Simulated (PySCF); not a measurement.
SMILES B[SiH2][SiH3] at its PBE0/def2-SVP optimised geometry (Å):

```
10

B      1.7177    -1.1834     0.0000
Si    -0.2793    -1.1834     0.0000
Si    -0.8509     1.1109     0.0000
H      2.3389    -1.1420    -1.0358
H      2.3374    -1.1290     1.0361
H     -0.9070    -1.7869    -1.2187
H     -0.9051    -1.7853     1.2204
H     -2.3389     1.2608    -0.0002
H     -0.2986     1.7863     1.2145
H     -0.2984     1.7869    -1.2142
```

Calculation: PySCF with PBE0/def2-TZVP. Cells within 0.4 Å of a nucleus heavier than hydrogen are left out (blank, or x).

Map of the Laplacian of the electron density (e/bohr⁵), clipped to [-1.50, 1.50] on the plane z = 0.0 Å:

```
|5555555555555555555555555|
|5555555555555555555555555|
|5555555555555555555555555|
|5555555555555555555555555|
|5555555555555555555555555|
|5555555555555555555555555|
|5555555555555555555555555|
|5555555555555555555555555|
|5555552459995555555555555|
|555554038xx95555555555555|
|5555554459x95555555555555|
|5555555555544555555555555|
|5555555554444555555555555|
|5555555554444455555555555|
|5555555555999544895555555|
|55555555559xx743xx5555555|
|55555555559x9544xx5555555|
|5555555555576445555555555|
|5555555555555555555555555|
|5555555555555555555555555|
|5555555555555555555555555|
|5555555555555555555555555|
|5555555555555555555555555|
|5555555555555555555555555|
|5555555555555555555555555|
```
Scale: ten equal steps from -1.50 (start of '0') to 1.50 (end of '9'), in the order '0123456789'; x runs from -4.50 to 4.50, y from -4.50 (bottom) to 4.50 (top).
